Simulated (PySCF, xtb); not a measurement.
5,5-difluorocyclopenta-1,3-diene (C₅H₄F₂), SMILES FC1(F)C=CC=C1. Other conformers were not sampled.

Harmonic wavenumbers (cm⁻¹) from GFN2-xTB (xtb) at its own minimum, in rising order: 132, 240, 397, 441, 516, 541, 629, 758, 780, 782, 855, 874, 887, 996, 1021, 1060, 1066, 1128, 1189, 1221, 1298, 1597, 1659, 3140, 3146, 3174, 3174.

Task: What does PBE-D3(BJ)/def2-SVP (PySCF) give at its own minimum? (Estimate from the structure and the level; the computed values follow.)

Result: 160, 242, 419, 446, 532, 547, 659, 701, 738, 744, 835, 930, 936, 955, 1025, 1048, 1085, 1159, 1204, 1269, 1333, 1586, 1639, 3145, 3155, 3184, 3186. Paired by order, the mean absolute difference is 24 cm⁻¹ and the zero-point energies are 46.8 and 47.0 kcal/mol.
